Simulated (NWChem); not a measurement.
Species: Si₂H₃F, singlet; SMILES F[Si][SiH3]

Computed with NWChem. Low-valent species are run as closed-shell singlets; no triplet was tried in these runs. Geometry: optimised at PBE-D3(BJ)/def2-SVP.

Task: Order these runs by computing time, cheapest first, and give rough ratios: TPSS/def2-SVP; TPSS/def2-TZVP; TPSS/def2-QZVP.

Result: TPSS/def2-SVP (1), TPSS/def2-TZVP (4), TPSS/def2-QZVP (30). Ratios are rough, from one shared machine; the cheapest took roughly 4 core-seconds. What differs between the cheapest and the dearest: highest occupied level (eV) -5.57 → -5.63; orbital gap (eV) 1.80 → 1.78; dipole (D) 0.81 → 0.97.
